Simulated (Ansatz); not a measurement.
Li₃Cl₃, relaxed as a singlet with RKS PBE-D4/def2-SVP in Ansatz, starting from the GFN1-xTB geometry. Force threshold 0.02 eV/Å.

The structure comes from a short search, and lower isomers may exist.

Start:

| atom | x (Å) | y (Å) | z (Å) |
| --- | --- | --- | --- |
| Li1 | -0.926 | -0.958 | 1.082 |
| Li2 | 1.691 | -0.623 | -0.579 |
| Li3 | -0.696 | 1.621 | -0.557 |
| Cl4 | -2.105 | 0.744 | 0.728 |
| Cl5 | 0.821 | -2.055 | 0.685 |
| Cl6 | 1.215 | 1.270 | -1.359 |

| step | energy (eV) | largest force component (eV/Å) | SCF passes |
| --- | --- | --- | --- |
| 1 | -38162.4052 | 0.577 | 21 |
| 2 | -38162.4985 | 0.271 | 22 |
| 3 | -38162.5245 | 0.038 | 22 |
| 4 | -38162.5253 | 0.002 | 22 |

Force components are those of the run's own axes.

End:

Cartesian coordinates in Å:
```
Li -1.031 -1.082 1.179
Li 1.705 -0.600 -0.597
Li -0.675 1.683 -0.582
Cl -2.127 0.748 0.744
Cl 0.839 -2.100 0.722
Cl 1.288 1.352 -1.466
```

By distances, no bond broke or formed. The bond that changes most is Li3–Cl4, from 2.10 to 2.18 Å (atoms count from 1). The end is the same structure that another start reached, the lowest one found.

No frequencies were taken in this run, so the end may be a saddle point.

Run time 3.5 s (4 threads of Arm Neoverse V2 on a shared host).
